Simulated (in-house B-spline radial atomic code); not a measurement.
Ionisation energies along the 46-electron series, configuration [Kr] 4d10, as differences of self-consistent energies. NIST's values go from ground level to ground level; the uncertainty of those that are theory runs from under 0.1 % in few-electron ions to several per cent in heavy many-electron ones. Computed with a B-spline radial code for spherical atoms: non-relativistic Hartree-Fock, average of the configuration, point nuclei.

This level leaves out relativity, spin-orbit splitting included, which matters for heavy ions.

```json
{"ion": "Pd", "configuration after": "[Kr] 4d9", "ionisation energy (eV)": "6.7", "IE/(q+1)² (eV)": "6.6693", "-ε less Coulomb ΔSCF (eV)": "2.4737", "tabulated value (eV)": "8.336839", "computed minus tabulated (eV)": "-1.7"}
{"ion": "Ag+", "configuration after": "[Kr] 4d9", "ionisation energy (eV)": "20.3", "IE/(q+1)² (eV)": "5.0767", "-ε less Coulomb ΔSCF (eV)": "2.1511", "tabulated value (eV)": "21.4844", "computed minus tabulated (eV)": "-1.2"}
{"ion": "Cd2+", "configuration after": "[Kr] 4d9", "ionisation energy (eV)": "36.7", "IE/(q+1)² (eV)": "4.0769", "-ε less Coulomb ΔSCF (eV)": "1.9848", "tabulated value (eV)": "37.468", "computed minus tabulated (eV)": "-0.8"}
{"ion": "In3+", "configuration after": "[Kr] 4d9", "ionisation energy (eV)": "55.5", "IE/(q+1)² (eV)": "3.467", "-ε less Coulomb ΔSCF (eV)": "1.8855", "tabulated value (eV)": "55.45", "computed minus tabulated (eV)": "0.0"}
{"ion": "Sn4+", "configuration after": "[Kr] 4d9", "ionisation energy (eV)": "76.5", "IE/(q+1)² (eV)": "3.0582", "-ε less Coulomb ΔSCF (eV)": "1.821", "tabulated value (eV)": "77.03", "computed minus tabulated (eV)": "-0.6"}
{"ion": "Sb5+", "configuration after": "[Kr] 4d9", "ionisation energy (eV)": "?", "IE/(q+1)² (eV)": "?", "-ε less Coulomb ΔSCF (eV)": "?", "tabulated value (eV)": "?", "computed minus tabulated (eV)": "?"}
{"ion": "Te6+", "configuration after": "[Kr] 4d9", "ionisation energy (eV)": "124.6", "IE/(q+1)² (eV)": "2.5429", "-ε less Coulomb ΔSCF (eV)": "1.7447", "tabulated value (eV)": "124.2", "computed minus tabulated (eV)": "0.4"}
{"ion": "I7+", "configuration after": "[Kr] 4d9", "ionisation energy (eV)": "151.6", "IE/(q+1)² (eV)": "2.3693", "-ε less Coulomb ΔSCF (eV)": "1.7214", "tabulated value (eV)": "150.81", "computed minus tabulated (eV)": "0.8"}
{"ion": "Xe8+", "configuration after": "[Kr] 4d9", "ionisation energy (eV)": "?", "IE/(q+1)² (eV)": "?", "-ε less Coulomb ΔSCF (eV)": "?", "tabulated value (eV)": "?", "computed minus tabulated (eV)": "?"}
{"ion": "Cs9+", "configuration after": "[Kr] 4d9", "ionisation energy (eV)": "211.4", "IE/(q+1)² (eV)": "2.114", "-ε less Coulomb ΔSCF (eV)": "1.6908", "tabulated value (eV)": "213.3", "computed minus tabulated (eV)": "-1.9"}
{"ion": "Ba10+", "configuration after": "[Kr] 4d9", "ionisation energy (eV)": "?", "IE/(q+1)² (eV)": "?", "-ε less Coulomb ΔSCF (eV)": "?", "tabulated value (eV)": "?", "computed minus tabulated (eV)": "?"}
{"ion": "La11+", "configuration after": "[Kr] 4d9", "ionisation energy (eV)": "278.6", "IE/(q+1)² (eV)": "1.9348", "-ε less Coulomb ΔSCF (eV)": "1.6731", "tabulated value (eV)": "275", "computed minus tabulated (eV)": "3.6"}
{"ion": "Ce12+", "configuration after": "[Kr] 4d9", "ionisation energy (eV)": "314.9", "IE/(q+1)² (eV)": "1.8636", "-ε less Coulomb ΔSCF (eV)": "1.6674", "tabulated value (eV)": "312", "computed minus tabulated (eV)": "2.9"}
```

(1) Fill in the row of Sb5+.

(2) Fill in the row of Xe8+.

(3) Fill in the row of Ba10+.

(4) How far is this level of theory from the measured and semi-empirical values?

Answers

(1) ionisation energy (eV): 99.5; IE/(q+1)² (eV): 2.7645; -ε less Coulomb ΔSCF (eV): 1.7765; tabulated value (eV): 99.51; computed minus tabulated (eV): 0.0.

(2) ionisation energy (eV): 180.6; IE/(q+1)² (eV): 2.2293; -ε less Coulomb ΔSCF (eV): 1.704; tabulated value (eV): 179.84; computed minus tabulated (eV): 0.7.

(3) ionisation energy (eV): 244.1; IE/(q+1)² (eV): 2.0172; -ε less Coulomb ΔSCF (eV): 1.6808; tabulated value (eV): 241; computed minus tabulated (eV): 3.1.

(4) Over those 10 rows the differences run from -1.9 to +0.822 eV (mean absolute value 0.81 eV). The calculation leaves out relativity, correlation and, in open shells, the multiplet splittings that an average leaves out.
